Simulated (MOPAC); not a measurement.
MOPAC input (MNDO):

```
MNDO 1SCF CHARGE=-1 GEO-OK AUX(PRECISION=9) THREADS=1
C3H4N

C    -1.53205400 1    0.20257000 1   -0.14305100 1
C    -0.28430000 1   -0.60302200 1   -0.43480300 1
N     0.84794000 1   -0.05271400 1    0.13938800 1
C     1.79065500 1    0.38217500 1    0.69526900 1
H    -1.49562300 1    1.27735800 1   -0.43847400 1
H    -1.77492700 1    0.19674200 1    0.92748200 1
H    -2.38894300 1   -0.24060300 1   -0.66361600 1
H    -0.12190000 1   -0.75484400 1   -1.50559900 1
```

From the output:

```
                                                       MOPAC v23.2.5 Linux

          FINAL HEAT OF FORMATION =         74.50989 KCAL/MOL =     311.74938 KJ/MOL

          COSMO AREA              =        103.52 SQUARE ANGSTROMS
          COSMO VOLUME            =         85.85 CUBIC ANGSTROMS

          IONIZATION POTENTIAL    =          1.311912 EV
          HOMO LUMO ENERGIES (EV) =         -1.312  8.023
          NO. OF FILLED LEVELS    =         11
          MOLECULAR WEIGHT        =         54.0713         POINT GROUP:  C1

          MOLECULAR DIMENSIONS (Angstroms)

            Atom       Atom       Distance
            H     7    C     4     4.43886
            H     8    H     6     3.01630
            H     5    C     2     1.76515

          SCF CALCULATIONS        =          1

   ATOM   CHEMICAL          X               Y               Z
  NUMBER   SYMBOL      (ANGSTROMS)     (ANGSTROMS)     (ANGSTROMS)

     1       C         -1.53205400  *   0.20257000  *  -0.14305100  *
     2       C         -0.28430000  *  -0.60302200  *  -0.43480300  *
     3       N          0.84794000  *  -0.05271400  *   0.13938800  *
     4       C          1.79065500  *   0.38217500  *   0.69526900  *
     5       H         -1.49562300  *   1.27735800  *  -0.43847400  *
     6       H         -1.77492700  *   0.19674200  *   0.92748200  *
     7       H         -2.38894300  *  -0.24060300  *  -0.66361600  *
     8       H         -0.12190000  *  -0.75484400  *  -1.50559900  *

                             CARTESIAN COORDINATES

   1    C       -1.532054000     0.202570000    -0.143051000
   2    C       -0.284300000    -0.603022000    -0.434803000
   3    N        0.847940000    -0.052714000     0.139388000
   4    C        1.790655000     0.382175000     0.695269000
   5    H       -1.495623000     1.277358000    -0.438474000
   6    H       -1.774927000     0.196742000     0.927482000
   7    H       -2.388943000    -0.240603000    -0.663616000
   8    H       -0.121900000    -0.754844000    -1.505599000

           Empirical Formula: C3 H4 N  =     8 atoms

      MOLECULAR POINT GROUP   :   C1

                  EIGENVALUES
 -32.70018 -27.58463 -19.86472 -11.97519  -9.43554  -9.06038  -8.33404  -7.74061
  -6.27090  -5.79700  -1.31191   8.02268   8.21985   9.15301   9.36672  10.13616
  10.25055  11.47181  11.80893  15.05412

              NET ATOMIC CHARGES AND DIPOLE CONTRIBUTIONS

  ATOM NO.   TYPE          CHARGE      No. of ELECS.   s-Pop       p-Pop
    1          C           0.147114        3.8529     1.20594     2.64694
    2          C          -0.452014        4.4520     1.30962     3.14240
    3          N          -0.214536        5.2145     1.49229     3.72224
    4          C          -0.221870        4.2219     1.76243     2.45944
    5          H          -0.105126        1.1051     1.10513
    6          H          -0.064274        1.0643     1.06427
    7          H          -0.066448        1.0664     1.06645
    8          H          -0.022846        1.0228     1.02285
 DIPOLE           X         Y         Z       TOTAL
 POINT-CHG.    -0.658     0.511     0.419     0.933
 HYBRID        -1.171     0.553    -1.164     1.741
 SUM           -1.829     1.064    -0.745     2.244

          ATOMIC ORBITAL ELECTRON POPULATIONS

     Atom    s        px        py        pz
    1  C   1.20594   0.93740   0.84833   0.86122
    2  C   1.30962   0.73876   1.42051   0.98313
    3  N   1.49229   1.17381   1.26161   1.28682
    4  C   1.76243   0.86734   0.82168   0.77043
    5  H   1.10513
    6  H   1.06427
    7  H   1.06645
    8  H   1.02285

 **********************
 *                    *
 * JOB ENDED NORMALLY *
 *                    *
 **********************

 == MOPAC DONE ==
```

The dipole moment of an ion depends on the origin.

The geometry given is a B3LYP-D3(BJ)/def2-TZVP minimum.
